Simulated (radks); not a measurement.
Q: The mean radii <r> (bohr) of the occupied orbitals of an atom or ion are listed with their occupations. Calculated with a radial shooting solver on a logarithmic mesh with Libxc functionals: scalar-relativistic Kohn-Sham, PBEsol, spin-polarised, spherical densities, point nucleus.

| orbital | occ. | <r> |
|---|---|---|
| 1s up | 1 | 0.09106 |
| 1s down | 1 | 0.09105 |
| 2s up | 1 | 0.4434 |
| 2s down | 1 | 0.4426 |
| 2p up | 3 | 0.4052 |
| 2p down | 3 | 0.4043 |
| 3s up | 1 | 1.347 |
| 3p up | 2 | 1.438 |
| 4f up | 1 | 4.090 |

Name the element and its charge. Open shells, if any, are filled with parallel spins first.

A: Z = 17, chlorine, charge +3: Cl3+ in [Ne] 3s1 3p2 4f1. The 1s radius gives Z: for a bare nucleus <r> = (2 gamma + 1)/(2Z) with gamma = sqrt(1 - (Z/c)^2), 0.08778 bohr for Z = 17, and screening makes it slightly larger (0.09106 here). The occupations add up to 14, and the charge is Z minus that.
